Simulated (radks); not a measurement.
Values are calculated unless marked as measured or tabulated.
Effect of the nuclear size on neutral silicon, [Ne] 3s2 3p2. Level of theory: Dirac Kohn-Sham, exchange-only LDA, spin-unpolarised, spherical densities, finite nucleus; open shells fill j = l - 1/2 first; Fermi nuclear charge, rms radius 3.1224 fm (a radial shooting solver on a logarithmic mesh with Libxc functionals). The rms radius is varied about that value; shifts are against it.

| rms radius (fm) | total energy shift (eV) | density at nucleus (e/bohr^3) | 1s1/2 shift (meV) |
|---|---|---|---|
| 2.6041 | -0.00160 | 1895 | -0.667 |
| 2.9944 | -0.000421 | 1892 | -0.176 |
| 3.1224 | 0 | 1891 | 0.000 |
| 3.2754 | 0.000526 | 1890 | 0.220 |
| 3.5658 | 0.00159 | 1888 | 0.665 |

Slopes of the eigenvalues against <r^2> in GHz/fm^2, as finite differences over the two radii next to the reference (eigenvalue slopes, not the field-shift constants of lines): 1s1/2 54.3.
